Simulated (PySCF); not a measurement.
Species: C7H7N2 (doublet state).
Atom-mapped SMILES: `[CH2:1][C:2]#[C:3][C@@H:4]([C:5]#[N:6])/[CH:7]=[N:8]/[CH3:9]` (hydrogens: H10, H11 on C1; H12 on C4; H13 on C7; H14, H15, H16 on C9)

Geometry (GFN2-xTB, Å), atoms numbered from 1 in this order:
```
atom  x, y, z in Å
C1     3.761    0.432   -0.019
C2     2.498    0.029    0.230
C3     1.360   -0.367    0.441
C4    -0.003   -0.775    0.720
C5    -0.261   -0.581    2.136
N6    -0.449   -0.401    3.248
C7    -0.975    0.068   -0.074
N8    -1.793   -0.491   -0.837
C9    -2.721    0.267   -1.611
H10    4.499   -0.264   -0.374
H11    4.050    1.454    0.143
H12   -0.158   -1.832    0.467
H13   -0.890    1.154    0.068
H14   -3.726   -0.060   -1.343
H15   -2.562    0.022   -2.662
H16   -2.634    1.352   -1.466
```

The hyperfine couplings belong to this conformer and change with its torsions.

Method used: UKS B3LYP, pcH-1 on C H N, non-relativistic, mean-field spin-orbit, GIAO (PySCF). Geometry: GFN2-xTB, one conformer, isolated molecule. A GFN2-xTB geometry isn't a minimum of the functional, and hyperfine couplings can be far from their values at a DFT geometry. The SCF solution wasn't tested for stability.

(1) Match the computed a_iso(13C) values -65.9, +63.1, +48.7, +44.0, +31.4, -15.9, +2.1 MHz with the sites C1; C2; C3; C4; C5; C7; C9.

Results:

(1) 
| site | a_iso (MHz) | ρ(0) (bohr⁻³) | position | distance from C1 (Å) | spin population | largest \|T\| (MHz) |
| --- | --- | --- | --- | --- | --- | --- |
| C1 | +63.1 | +0.0561 | largest spin population | 0.00 | +0.79 | 119.9 |
| C2 | -65.9 | -0.0587 | 1 bond from C3 | 1.35 | -0.27 | 22.9 |
| C3 | +48.7 | +0.0433 | a main spin site | 2.57 | +0.54 | 81.2 |
| C4 | -15.9 | -0.0142 | 1 bond from C3 | 4.02 | -0.04 | 1.0 |
| C5 | +44.0 | +0.0391 | 2 bonds from C3 | 4.67 | +0.01 | 3.8 |
| C7 | +31.4 | +0.0280 | 2 bonds from C3 | 4.75 | +0.01 | 4.4 |
| C9 | +2.1 | +0.0018 | 4 bonds from C3 | 6.68 | 0.00 | 0.6 |

ρ(0) is the spin density at the nucleus and T the dipolar tensor; entries for several nuclei are means. The largest Mulliken spin populations are on C1 (+0.79), C3 (+0.54) and C2 (-0.27). The angles at C1 add up to 360.0°, so it is planar; its axial dipolar tensor and the negative couplings of its protons fit spin in a p orbital normal to that plane. Main spin sites, with 60 % or more of the largest population: C1, C3; positions count bonds from the nearest.

β density exceeds α density at some nuclei, such as C2 (-0.0587), C4 (-0.0142) and H10 (-0.0118), spin density in bohr⁻³. In a single determinant that takes different orbitals for the two spins, that is spin polarisation.

Class means assume fast exchange of nuclei equivalent by connectivity; if that motion is slow, each nucleus keeps its own coupling. H10 and H11 aren't averaged: C1 is flat or nearly so (angle sum 360°), and its turn about the short C1–C2 bond (1.35 Å) is taken as slow.

The run took 95 s of wall time (grids of density and orbitals included) on an Arm Neoverse V2 with one thread, no GPU, on a shared host, and the process peaked at 1.1 GiB of memory.
